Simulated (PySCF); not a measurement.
PySCF input file for C4H6O4Zn, SMILES CC1[O][Zn]2([O]C(C)=[O]->2)<-[O]=1, PBE0/pcSseg-1. Coordinates come from a PBE-D3(BJ)/def2-SVP optimisation. The isomer is the one that the SMILES or the coordinates give; other isomers of the formula were not compared. Other conformers were not sampled.

```python
import numpy as np
from pyscf import gto, scf, dft
from pyscf.prop.nmr import rks as nmr

mol = gto.M(
    atom='''
    Zn    0.00688738    0.00137360    0.00132667
    C     0.09788644    2.36912936   -3.06302610
    C     0.08053539    1.44104506   -1.87873762
    O    -0.42890779    0.26980320   -1.98330976
    O     0.55101427    1.82721199   -0.75077696
    H     0.96876425    3.04700442   -3.00999019
    H     0.09473865    1.79602249   -4.00714532
    H    -0.81917724    2.99309580   -3.03513959
    C    -0.13386544   -2.37679829    3.05572993
    C    -0.07071180   -1.43860031    1.88099863
    O    -1.04196113   -0.63737380    1.64195624
    O     0.94297966   -1.45458135    1.09691184
    H     0.88232533   -2.60633834    3.42329324
    H    -0.76277495   -1.95242339    3.85854018
    H    -0.59856517   -3.32770424    2.72260192
    ''',
    basis='pcSseg-1',
    charge=0,
    spin=0,
    max_memory=1600,
    verbose=3,
)
mf = dft.RKS(mol, xc='pbe0').density_fit(auxbasis='def2-universal-jkfit')
mf.grids.level = 3
mf.conv_tol = 1e-10
mf.max_cycle = 100
mf.kernel()
n = nmr.NMR(mf)
n.verbose = 2
n.max_cycle_cphf = 60
sigma = n.kernel()
print('atom   isotropic/ppm   span/ppm')
for i, s in enumerate(sigma):
    w = np.linalg.eigvalsh((s + s.T) / 2)
    print(f'{mol.atom_symbol(i):2s}{i + 1:3d} {w.mean():14.3f} {w[2] - w[0]:11.3f}')
```

Log of the run:

```
converged SCF energy = -2235.46861007599
atom   isotropic/ppm   span/ppm
Zn  1       1822.986     339.395
C   2        162.601      43.206
C   3        -14.775     149.282
O   4        -10.524     297.604
O   5         -8.134     300.167
H   6         28.859       9.266
H   7         28.883       9.373
H   8         28.643       8.253
C   9        162.600      43.220
C  10        -14.776     149.279
O  11         -9.730     298.504
O  12         -8.928     299.266
H  13         28.866       9.301
H  14         28.876       9.339
H  15         28.643       8.250
```

The run converged.
